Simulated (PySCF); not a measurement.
## Computed properties of MoOCl₄, SMILES [Cl][Mo]([Cl])([Cl])([Cl])=[O], multiplicity 1

MoOCl4, SMILES [O]=[Mo]([Cl])([Cl])([Cl])[Cl], multiplicity 1. The structure is a stationary point at B3LYP-D3(BJ)/def2-SVP. The spin state was assumed, not searched. The isomer is the one that the SMILES or the coordinates give; other isomers of the formula were not compared. The def2 effective core potentials stand for the cores of Mo; spin–orbit coupling is left out. The values are those of a single conformer. All values are computed for the isolated molecule unless a solvent is named; none is compared with measurement here.

**Structure.** All 12 harmonic modes at B3LYP-D3(BJ)/def2-SVP (PySCF) are real, so it is a minimum. With heavy atoms numbered as in [Mo:1](=[O:2])([Cl:3])([Cl:4])([Cl:5])[Cl:6], the shortest bond between them is Mo1–O2 at 1.679 Å and the longest Mo1–Cl3 at 2.391 Å.

**Vibrations.** The strongest infrared lines (harmonic, unscaled, degenerate partners summed) lie at 1015 cm⁻¹ (177 km/mol, O 86 %, Mo 14 %), 419 cm⁻¹ (78 km/mol, Cl 65 %, Mo 33 %), 419 cm⁻¹ (78 km/mol, Cl 65 %, Mo 33 %). The softest mode is at 40 cm⁻¹ and the zero-point energy is 5.2 kcal/mol.

**Electronic structure.** PBE0/def2-TZVP (PySCF) places the frontier levels at -8.91 and -4.87 eV, a gap of 4.04 eV, and gives a dipole moment of 1.06 D and a mean polarisability of 102.5 bohr³. PBE/def2-TZVP (PySCF) at the same geometry gives -7.59 and -5.34 eV, so its gap is 1.79 eV narrower. An orbital gap is neither the optical nor the fundamental gap.

**Excitations.** TDDFT-B3LYP/def2-SVPD (PySCF) has S1 at 2.43 eV (511 nm, f = 0.000, dark); the most intense of the 10 singlets computed lies at 2.78 eV (f = 0.01). T1 (TDA) is at 2.25 eV. TDDFT-PBE/def2-SVPD (PySCF) puts S1 at 2.23 eV.
